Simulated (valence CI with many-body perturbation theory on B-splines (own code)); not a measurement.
# Level structure of W³⁴⁺

Level of theory: configuration interaction combined with many-body perturbation theory (CI+MBPT): four valence electrons over a frozen Dirac-Fock core [Kr], a basis of 7 s, 7 p, 8 d, 6 f, 4 g, 1 h functions for each j, with the one-electron correlation potential Σ1 (screened to all orders), the two-electron term Σ2, the three-electron term Σ3, Breit, model QED; selected single and double excitations, second order for the rest, scaled by the run's own slope (own B-spline code, finite nucleus).

The last digits are not significant, and no measured levels were compared; by estimate large intervals hold to a few tenths of a per cent, small ones and those within an open d or f shell to about a per cent. The list stops below the first excitations out of the core.

Levels 1 to 34 of 34, with energies above the lowest level, (4d3/2^4) J=0. "Leading %" is the weight of the configuration and term that name the level; weights of strongly mixed levels are sums over their largest components and can fall short. In the jj column 3d3/2^4 stands for four electrons in 3d with j = 3/2. Lifetimes count E1, E2, E3, M1 and M2 decay at the calculated energies, and are blank where another channel may lead or the interval is too uncertain; long ones can be off by a factor of two.

| No. | Configuration | Term | J | E (cm⁻¹) | Leading % | Lifetime | g | Leading jj |
| --- | --- | --- | --- | --- | --- | --- | --- | --- |
| 1 | 4d4 | 3P | 0 | 0 | 58 |  |  | 4d3/2^4 (97 %) |
| 2 | 4d4 | 5D | 1 | 116440 | 62 | 23.9 μs | 1.497 | 4d3/2^3 4d5/2 (98 %) |
| 3 | 4d4 | 3F | 4 | 156240 | 29 |  | 1.082 | 4d3/2^3 4d5/2 (97 %) |
| 4 | 4d4 | 5D | 2 | 157770 | 45 | 675 μs | 1.256 | 4d3/2^3 4d5/2 (87 %) |
| 5 | 4d4 | 3F | 3 | 169390 | 28 | 21.3 ms | 1.159 | 4d3/2^3 4d5/2 (90 %) |
| 6 | 4d4 | 5D | 0 | 261620 | 64 | 8.02 μs |  | 4d3/2^2 4d5/2^2 (96 %) |
| 7 | 4d4 | 5D | 2 | 267100 | 43 | 12.4 μs | 1.211 | 4d3/2^2 4d5/2^2 (90 %) |
| 8 | 4d4 | 3H | 4 | 271490 | 40 | 23.2 μs | 1.155 | 4d3/2^2 4d5/2^2 (96 %) |
| 9 | 4d4 | 5D | 3 | 275720 | 47 | 22.8 μs | 1.151 | 4d3/2^2 4d5/2^2 (89 %) |
| 10 | 4d4 | 3H | 5 | 291000 | 68 | 42.9 μs | 1.083 | 4d3/2^2 4d5/2^2 (100 %) |
| 11 | 4d4 | 3P | 1 | 300770 | 44 | 19.4 μs | 1.118 | 4d3/2^2 4d5/2^2 (94 %) |
| 12 | 4d4 | 1I | 6 | 302130 | 50 | 70.2 ms | 1.079 | 4d3/2^2 4d5/2^2 (99 %) |
| 13 | 4d4 | 3F | 3 | 314520 | 44 |  | 1.092 | 4d3/2^2 4d5/2^2 (96 %) |
| 14 | 4d4 | 3G | 4 | 315700 | 57 | 98.5 μs | 1.033 | 4d3/2^2 4d5/2^2 (97 %) |
| 15 | 4d4 | 3D | 2 | 319240 | 33 | 69.9 μs | 1.091 | 4d3/2^2 4d5/2^2 (96 %) |
| 16 | 4d4 | 3F | 2 | 357320 | 47 | 13.5 μs | 0.997 | 4d3/2^2 4d5/2^2 (94 %) |
| 17 | 4d4 | 3F | 4 | 369200 | 64 | 42.0 μs | 1.207 | 4d3/2^2 4d5/2^2 (89 %) |
| 18 | 4d4 | 3P | 2 | 404150 | 38 | 149 μs | 1.167 | 4d3/2^2 4d5/2^2 (89 %) |
| 19 | 4d4 | 5D | 4 | 420910 | 29 | 9.54 μs | 1.140 | 4d3/2 4d5/2^3 (88 %) |
| 20 | 4d4 | 3F | 3 | 422480 | 45 | 8.22 μs | 1.175 | 4d3/2 4d5/2^3 (95 %) |
| 21 | 4d4 | 3D | 1 | 437500 | 55 | 6.33 μs | 0.944 | 4d3/2 4d5/2^3 (96 %) |
| 22 | 4d4 | 3P | 0 | 440920 | 63 |  |  | 4d3/2^2 4d5/2^2 (60 %) |
| 23 | 4d4 | 3G | 5 | 441130 | 68 | 17.1 μs | 1.143 | 4d3/2 4d5/2^3 (100 %) |
| 24 | 4d4 | 3H | 6 | 445400 | 50 | 19.5 μs | 1.080 | 4d3/2 4d5/2^3 (99 %) |
| 25 | 4d4 | 3F | 2 | 465480 | 49 | 9.59 μs | 1.059 | 4d3/2 4d5/2^3 (91 %) |
| 26 | 4d4 | 3D | 3 | 471690 | 36 | 13.3 μs | 1.090 | 4d3/2 4d5/2^3 (97 %) |
| 27 | 4d4 | 1S | 0 | 500410 | 77 | 19.9 μs |  | 4d3/2 4d5/2^3 (54 %) |
| 28 | 4d4 | 3P | 1 | 513550 | 91 | 10.6 μs | 1.428 | 4d3/2 4d5/2^3 (98 %) |
| 29 | 4d4 | 3F | 3 | 513770 | 65 | 16.2 μs | 1.060 | 4d3/2 4d5/2^3 (99 %) |
| 30 | 4d4 | 1G | 4 | 519480 | 69 | 12.1 μs | 1.046 | 4d3/2 4d5/2^3 (95 %) |
| 31 | 4d4 | 1D | 2 | 529200 | 65 | 14.3 μs | 1.117 | 4d3/2 4d5/2^3 (81 %) |
| 32 | 4d4 | 3F | 4 | 593770 | 48 | 5.95 μs | 1.161 | 4d5/2^4 (96 %) |
| 33 | 4d4 | 1D | 2 | 626410 | 40 | 5.77 μs | 1.074 | 4d5/2^4 (88 %) |
| 34 | 4d4 | 1S | 0 | 704690 | 52 | 4.25 μs |  | 4d5/2^4 (86 %) |

The ionisation energy to 4d3 4F_3/2 of the next ion comes out as 1456.4 eV (NIST: 1459.9 ± 1.5 eV (semi-empirical)). All 34 levels together are meant to be complete up to 1009800 cm⁻¹.
